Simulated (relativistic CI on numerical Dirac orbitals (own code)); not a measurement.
Hyperfine structure of Dy LXV, mass number 163

Method of calculation: Dirac-Coulomb-Breit CI, orbitals from a KLI potential per configuration, model QED, unscaled Slater integrals (own radial code, finite nucleus).

CI space: 1s2, 1s 2s, 1s 2p, 1s 3s, 1s 3p, 1s 3d, 1s 4s, 1s 4p, 1s 4d, 1s 4f, 1s 5s, 1s 5p, 1s 5d, 1s 5f, 1s 5g, 1s 6s, 1s 6p, 1s 6d, 2s2. Levels of other configurations are missing.

Nuclear spin I = 5/2, μ = 0.671 μN, Q = 2.65 b (tables of Stone and Pyykkö). The electronic factors are computed for point nuclear moments, without core polarisation or the Bohr-Weisskopf and QED corrections.

```csv
Level,E (10³ cm⁻¹),A (GHz),B (GHz)
1s 2s 3S_1,371641,16230,-0.0791
1s 2p 3P°_1,372445,14870,-100
1s 2p 3P°_2,380041,7231,3290
1s 2p 1P°_1,380397,-6885,1730
1s 3s 3S_1,442838,14820,-0.0984
1s 3p 3P°_1,443054,14420,-27.4
1s 3p 3P°_2,445314,7150,1030
1s 3d 3D_2,445390,7138,204
```

Levels with J = 0, under 50 % of one LS term, or S terms without an open s electron are left out. Small factors come from cancelling terms and can be off by tens of per cent or more.

At this charge energies of transitions that change n are usually good to better than 1 %, and those within a shell (Δn = 0) to a few per cent.

Problem. Give the hyperfine levels of 1s 2s 3S_1 relative to its centre of gravity.

Solution. With K = F(F + 1) − I(I + 1) − J(J + 1), E = AK/2 + B[¾K(K + 1) − I(I + 1)J(J + 1)]/[2I(2I − 1)J(2J − 1)]: F = 3/2: -56820, F = 5/2: -16230, F = 7/2: 40580 GHz.

LS names give the leading component of a level, which can be under half, so a name can repeat, a term be missing and a line seem to break the LS rules.
